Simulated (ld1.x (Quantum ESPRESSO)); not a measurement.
Ho (Z = 67), TM: configuration errors across variants

- Element: holmium (Ho)
- Generator: ld1.x (Quantum ESPRESSO) 7.5
- Type: norm-conserving Troullier–Martins (Kleinman–Bylander form)
- Functional: PBE
- Relativity: fully relativistic
- Frozen core: [Xe] 4f10
- Valence charge: 3
- Reference configuration: 5d1 6s2 6p0
- Partial waves: 6p (bound, empty): rc 3.80 bohr; 5d (bound): rc 2.95 bohr; 6s (bound): rc 2.50 bohr
- Local potential: the s channel
- Core correction: none

Open shells are filled in proportion to 2j + 1 (rel_dist='average').

All-electron excitation energies from the reference (eV): (1) 5d1 6s1 6p0 6.943; (2) 5d1 6s0 6p0 19.539; (3) 5d1 6s1.5 6p0 2.805; (4) 5d0 6s2 6p0 5.731; (5) 5d1.5 6s1.5 6p0 1.107; (6) 5d1 6s0 6p1 10.770; (7) 5d2 6s1 6p0 2.282.

A true bound ghost makes a file unfit for plane-wave use even where its test errors are small: the radial tests pick states by their node count and pass the ghost by.

The file “all radii scaled by about 0.75 (s 1.86, p 2.84, d 2.20 bohr)” misses its own reference levels by 0.3 eV.

Errors AE − PS in meV (a dash: test not solved or not reliable):

```tsv
change	(1)	(2)	(3)	(4)	(5)	(6)	(7)	bound ghosts
base	+3.6	+193	-0.2	+209	+18	+36	+58	none
all radii scaled by about 0.75 (s 1.86, p 2.84, d 2.20 bohr)	-33	+275	-22	-66	+113	+120	+223	p1/2, p3/2, s (extra level of the local part)
all radii scaled by about 0.81 (s 2.04, p 3.08, d 2.40 bohr)	+29	+357	+4.5	+771	+99	+198	+237	p1/2, p3/2, s (extra level of the local part)
all radii scaled by about 0.91 (s 2.26, p 3.44, d 2.68 bohr)	+9.6	+267	+1.0	+426	+34	+106	+118	none
all radii scaled by about 1.05 (s 2.62, p 4.00, d 3.10 bohr)	+1.9	+188	-0.5	+179	+15	+32	+52	none
all radii scaled by about 1.18 (s 2.96, p 4.50, d 3.48 bohr)	+1.9	+187	-0.6	+189	+17	+38	+58	none
all radii scaled by about 1.23 (s 3.08, p 4.70, d 3.64 bohr)	+1.6	+181	-0.6	+195	+18	+39	+62	none
all radii scaled by about 1.31 (s 3.28, p 4.98, d 3.86 bohr)	+1.0	+170	-0.7	+197	+19	+39	+67	none
all radii scaled by about 1.39 (s 3.48, p 5.28, d 4.10 bohr)	-0.7	+143	-0.9	+206	+21	+35	+75	none
```

(1) Give the same row for: all radii scaled by about 1.09 (s 2.74, p 4.16, d 3.22 bohr).

## Answers

(1) +1.9, +189, -0.6, +176, +16, +35, +53; bound ghosts: none.
